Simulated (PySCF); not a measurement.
Gas-phase reaction: 3 Ge₃H₈ + F₂ ⇌ 4 Ge₂H₆ + GeF₂

Computed with PySCF and rigid-rotor harmonic-oscillator thermochemistry at 1 bar. † marks an energy on the PBE0/def2-TZVP geometry and frequencies. MP2 freezes the core. All species are closed-shell singlets. Ge: all electrons, no relativistic terms. MP2 isn't extrapolated to the basis-set limit.

r2SCAN/def2-TZVP† gives ΔH°(298 K) = -546 kJ.

### Question
What do PBE0/def2-QZVP†, MP2/def2-SVP†, MP2/def2-TZVPP† give?

### Answer
PBE0/def2-QZVP†: -553 kJ; MP2/def2-SVP†: -560 kJ; MP2/def2-TZVPP†: -562 kJ. For scale, ΔH°(298 K) is -546 kJ at this level, -570 kJ at ωB97M-V/def2-TZVP†, and runs from -639 to -519 kJ over the 18 levels computed.
